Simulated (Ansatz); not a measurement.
Computed with Ansatz.

`[OH][Hf]([SH])([SH])[SH]` at its PBE0-D4/def2-TZVP geometry, where that method's forces vanish. Total charge 0; spin multiplicity 1. Hf takes the def2 core potential.

```csv
atom,x (Å),y (Å),z (Å)
O1,1.351,-1.538,0.709
Hf2,0.236,-0.221,-0.067
S3,0.661,-0.163,-2.466
S4,-2.156,-0.673,0.161
S5,0.706,1.907,1.041
H6,1.677,-2.313,1.158
H7,0.055,1.038,-2.561
H8,-2.100,-0.460,1.491
H9,-0.431,2.424,0.534
```

(1) For each bond, give half the difference of the two atoms' forces along it (eV/Å; positive pushes the atoms apart) under PBE-D4, r2SCAN-D4, B3LYP-D4, ωB97M-V in def2-TZVPP. (Best estimate.)

Answers

(1) The calculation gave: 
```json
{"bond": "O1–Hf2", "length (Å)": "1.892", "PBE-D4": "0.06", "r2SCAN-D4": "0.11", "B3LYP-D4": "0.17", "ωB97M-V": "0.08"}
{"bond": "O1–H6", "length (Å)": "0.953", "PBE-D4": "0.31", "r2SCAN-D4": "-0.03", "B3LYP-D4": "-0.10", "ωB97M-V": "-0.07"}
{"bond": "Hf2–S3", "length (Å)": "2.437", "PBE-D4": "0.07", "r2SCAN-D4": "0.06", "B3LYP-D4": "0.10", "ωB97M-V": "0.04"}
{"bond": "Hf2–S4", "length (Å)": "2.445", "PBE-D4": "0.00", "r2SCAN-D4": "0.02", "B3LYP-D4": "0.08", "ωB97M-V": "0.05"}
{"bond": "Hf2–S5", "length (Å)": "2.444", "PBE-D4": "0.04", "r2SCAN-D4": "0.04", "B3LYP-D4": "0.09", "ωB97M-V": "0.03"}
{"bond": "S3–H7", "length (Å)": "1.348", "PBE-D4": "0.24", "r2SCAN-D4": "0.01", "B3LYP-D4": "-0.02", "ωB97M-V": "-0.07"}
{"bond": "S4–H8", "length (Å)": "1.349", "PBE-D4": "0.24", "r2SCAN-D4": "0.00", "B3LYP-D4": "-0.02", "ωB97M-V": "-0.08"}
{"bond": "S5–H9", "length (Å)": "1.348", "PBE-D4": "0.25", "r2SCAN-D4": "0.01", "B3LYP-D4": "-0.01", "ωB97M-V": "-0.06"}
```

B3LYP here is the variant with VWN-RPA as its local correlation; programs differ in this.
